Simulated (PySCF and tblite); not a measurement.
Molecule: C₆H₁₀F₂, numbered as in [CH3:1][C@H:2]1[CH2:3][CH2:4][C:5]([F:6])([F:7])[CH2:8]1; H are named by their carrier, a and b as at the first point (Å):

```
C1       1.697   -0.763    0.262
C2       0.894    0.487   -0.087
C3       0.061    0.289   -1.366
C4      -1.303   -0.253   -0.916
C5      -1.345   -0.085    0.604
F6      -1.296   -1.295    1.236
F7      -2.527    0.458    1.022
C8      -0.158    0.792    0.984
H1a      2.403   -0.990   -0.534
H1b      2.257   -0.610    1.181
H1c      1.041   -1.618    0.399
H2       1.583    1.328   -0.200
H3a      0.556   -0.391   -2.057
H3b     -0.069    1.247   -1.871
H4a     -2.132    0.296   -1.360
H4b     -1.425   -1.308   -1.160
H8a     -0.482    1.831    0.933
H8b      0.184    0.574    1.994
```

The ring 2–3–4–5–8 is held at Altona–Sundaralingam phase angles P (ν_j = ν_max cos(P + 144°(j − 2)), ν_j about the bond from ring atom j to j + 1, counted from 0) and the rest relaxed at GFN2-xTB. Energies: PBE0/pcSseg-1 + D3(BJ), IEF-PCM chloroform. Couplings: B3LYP/6-31G* with H pcJ-1 F pcJ-1, gas phase, for ¹H, ¹⁹F. Programs: tblite and PySCF.

(1) How do the most sensitive couplings change along the phase angle P?

(2) Set ³J(H3b,H4b) against its H–C–C–H torsion.

(3) With the energies 1.09, 0.95, 0.97, 0.00, 1.16 kcal/mol at these points, what are the Boltzmann averages at 298 K?

Answers

(1) 
```csv
phase angle P °,"³J(F7,H8b)","³J(F6,H4a)","³J(F6,H8a)","³J(F7,H4b)","³J(F7,H8a)","³J(H3b,H4b)","³J(F6,H4b)","³J(F6,H8b)","³J(F7,H4a)"
72,-2.0,14.3,23.4,1.9,13.2,8.1,24.5,16.0,17.7
144,15.5,-2.0,0.9,23.4,26.2,14.7,10.7,16.0,16.1
216,25.9,-1.9,-1.7,25.5,14.0,8.1,10.2,7.6,19.3
288,14.2,13.6,0.9,1.2,18.3,0.2,18.7,20.9,21.4
360,-2.0,25.8,26.0,-1.7,10.8,0.3,13.8,19.7,8.1
```
Values in Hz. Computed couplings to fluorine can be off by tens of per cent at such levels.

(2) 85°: 0.2 Hz, 87°: 0.3 Hz, 134°: 8.1 Hz, 134°: 8.1 Hz, 164°: 14.7 Hz.

(3) ³J(F7,H8b) 12.8, ³J(F6,H4a) 11.0, ³J(F6,H8a) 4.9, ³J(F7,H4b) 6.5, ³J(F7,H8a) 17.7, ³J(H3b,H4b) 3.6, ³J(F6,H4b) 16.9, ³J(F6,H8b) 18.2, ³J(F7,H4a) 19.1 Hz, over these points alone; points not sampled, such as mirror images that interchange a and b, would even out couplings that symmetry makes equal.
